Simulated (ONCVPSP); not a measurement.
**Potentials for carbon (C) compared**

Generated with ld1.x 7.5 (TM, RRKJ, ultrasoft, PAW), atompaw 4.2 or ONCVPSP 4.0.1. The cutoff is in Ry: for ld1.x and atompaw files where the sum of valence levels is converged to 10 mRy in a Bessel basis, for ONCV files where the hardest occupied wave has 1 mHa per electron of residual kinetic energy. The error is the largest all-electron minus pseudo excitation energy over each file’s own four to seven test configurations (ionisations up to +4, promotions, holes and added fractions of an electron), all of which were solved. The labels leave out finer settings (local radius, basis sizes, second energies), which also bear on the numbers. Spin-polarised tests are not counted. The rows are a selection from randomly drawn settings: files with unsolved tests, undetermined cutoffs or missed reference levels are left out.

A true bound ghost makes a file unfit for plane-wave use even where its test errors are small: the radial tests pick states by their node count and pass the ghost by.

| potential | cutoff (Ry) | largest error (meV) | bound ghosts |
| --- | --- | --- | --- |
| ONCV, PBE, scalar-relativistic, rc 1.00/2.35 (sp), local smoothed, core correction no, reference 2s2 2p1, qcut 5.2/8.3, projectors 3/3 | 83 | +441 | s |
| ONCV, LDA (Perdew-Wang 92), scalar-relativistic, rc 1.20/2.85 (sp), local s, core correction yes, reference 2s1.5 2p2.5, qcut 4.3/4, projectors 0/2 | 96 | +1709 | none |
| ONCV, PBE, scalar-relativistic, rc 1.30/1.75 (sp), local smoothed, core correction no, reference 2s2 2p2, qcut 5.9/7.6, projectors 2/3 | 36 | +430 | none |
| ONCV, PBEsol, scalar-relativistic, rc 1.30/1.95/2.05 (spd), local s, core correction yes, reference 2s2 2p1.5, qcut 4.4/7.2/4, projectors 0/2/2 | 95 | +222 | none |
| ONCV, PBEsol, fully relativistic, rc 1.15/3.20/3.25 (spd), local smoothed, core correction yes, reference 2s2 2p2, qcut 4.4/5.3/3.2, projectors 2/2/1 | 131 | +1899 | none |
| ONCV, PBE, scalar-relativistic, rc 0.95/1.65 (sp), local smoothed, core correction no, reference 2s2 2p1, qcut 7.9/10.5, projectors 1/2 | 52 | +244 | none |

(1) Fill in the row for C: ONCV, PBE, scalar-relativistic, rc 1.20/1.40 (sp), local smoothed, core correction yes, reference 2s2 2p1, qcut 5.2/4.7, projectors 2/2.

(2) Fill in the row for C: ONCV, PBE, scalar-relativistic, rc 1.10/1.55 (sp), local smoothed, core correction yes, reference 2s2 2p2, qcut 7/6.4, projectors 2/2.

(3) Fill in the row for C: ONCV, PBE, scalar-relativistic, rc 1.10/1.70/1.80 (spd), local smoothed, core correction yes, reference 2s2 2p1, qcut 7.5/7.5/4.9, projectors 2/1/2.

Results:

(1) cutoff 165 Ry, largest error +272 meV, bound ghosts: none.

(2) cutoff 38 Ry, largest error +435 meV, bound ghosts: none.

(3) cutoff 42 Ry, largest error +205 meV, bound ghosts: none.
